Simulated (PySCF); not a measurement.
## Two-component Hartree-Fock for Re⁵⁸⁺ (rhenium, charge +58)

Start: [Ne] 3s2 3p5; 3p1/2 filled at m_j = +1/2; 3p3/2 filled at m_j = -3/2, -1/2, +1/2, +3/2. Calculated with PySCF 2.14 in an uncontracted even-tempered set (18 s from 18 bohr⁻², ratio 2.4; 14 p from 23 bohr⁻², ratio 2.4; 4 d from 82 bohr⁻², ratio 2.6; 4 f from 120 bohr⁻², ratio 2.6): generalised Hartree-Fock with the X2C-1e Hamiltonian and a Gaussian nucleus; one run each with spin-orbit coupling (SO) screened by Boettger's factors, then bare. This is a chosen level, not necessarily the ground level.

| spinor shell | electrons | ε, screened SO (eV) | ε, bare SO (eV) | weight of nominal j (bare SO) | rms radius, bare SO (bohr) |
| --- | --- | --- | --- | --- | --- |
| 1s1/2 | 2 | -76472.8 | -76471.9 | 1.000 | 0.0204 |
| 2s1/2 | 2 | -16896.1 | -16895.9 | 1.000 | 0.0814 |
| 2p1/2 | 2 | -16362.5 | -16397.0 | 1.000 | 0.0689 |
| 3s1/2 | 2 | -6639.7 | -6639.7 | 1.000 | 0.197 |
| 3p1/2 | 1 | -6440.6 | -6449.4 | 1.000 | 0.186 |
| 3p3/2 | 4 | -6052.0 | -6049.2 | 1.000 | 0.199 |

(1) Where does 2p3/2 lie, and what is the 2p spin-orbit splitting (bare SO)?

```
   quantity   screened SO       bare SO
E (hartree)  -13113.67814  -13114.57574
        M_J           1/2           1/2
       ⟨J²⟩         0.750         0.750
       ⟨L²⟩         2.042         2.044
       ⟨S²⟩         0.791         0.794
```

Each row is a mean over spinors that exchange with the open shell spreads, by up to 21.418 eV (2p1/2).

Breit and QED terms are absent; they matter most for the inner s and p1/2 levels.

Densities and radii are taken from the X2C orbitals without a picture-change correction, which distorts them close to the nucleus.

Answers

(1) At -14886.8 eV, 1510.2 eV above 2p1/2.
